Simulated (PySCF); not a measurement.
Mg: excitation energy

Mg [Ne] 3s2 (1S) → Mg [Ne] 3s1 3d1 (3D), as a difference of total energies. All numbers are calculated (PySCF 2.14, the non-relativistic Hamiltonian (point nucleus), in aug-cc-pCVTZ). Correlated levels: nothing frozen. The calculations carry no spin-orbit coupling.

| method | excitation energy (cm⁻¹) |
| --- | --- |
| UHF | 45721 |
| MP2 (all electrons) | 51027 |
| SCS-MP2 (all electrons) | 52415 |
| CCSD (all electrons) | 51999 |
| CCSD(T) (all electrons) | 52232 |

Errors of the correlated levels include the incompleteness of this basis.

The promoted electron is Rydberg-like, and one or two diffuse shells describe it only roughly, which tends to raise the upper state.

Which method comes closest to the reference value, and which is furthest?

The reference is 47957 cm⁻¹ (measured; NIST levels, between the centres of gravity of the two terms). Closest: UHF (error -2235.8 cm⁻¹); furthest: SCS-MP2 (all electrons) (error 4458.0 cm⁻¹).
